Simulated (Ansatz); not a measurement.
CH7SSbSi (`C[SiH2][SbH][SH]`), relaxed with RKS PBE-D4/def2-SVP in Ansatz from a rough embedded geometry. The force threshold is 0.03 eV/Å; the program also tests the step.

Charge 0, multiplicity 1. Sb: def2 effective core potential.

Start:

```xyz
11

C     0.634    1.556   -0.217
Si   -0.606    0.291   -0.581
Sb   -1.045   -0.967    1.529
S     1.114   -2.023    1.566
H     0.886    2.169   -1.160
H     0.273    2.324    0.542
H     1.579    1.134    0.147
H    -0.108   -0.628   -1.559
H    -1.890    0.931   -1.077
H    -1.805   -2.320    0.645
H     0.969   -2.466    0.165
```

Question: How much energy does the relaxation release, and in how many steps? (An estimate is asked.)

Answer: Computed: 0.46 eV, in 7 steps.

Question: Which bonds change most? (Best estimate.)

Answer: Ansatz gave: Si2–Sb3 from 2.496 to 2.609 Å; S4–H11 from 1.477 to 1.364 Å; Sb3–S4 from 2.404 to 2.496 Å; C1–Si2 from 1.809 to 1.892 Å.

Question: Give the relaxed structure. (An estimate is asked.)

Answer: The calculation gave: 
```xyz
11

C     0.675    1.565   -0.211
Si   -0.675    0.298   -0.601
Sb   -1.146   -1.046    1.584
S     1.167   -1.980    1.507
H     1.006    2.086   -1.132
H     0.309    2.326    0.507
H     1.548    1.051    0.239
H    -0.212   -0.672   -1.661
H    -1.931    0.970   -1.098
H    -1.902   -2.337    0.695
H     1.160   -2.261    0.172
```
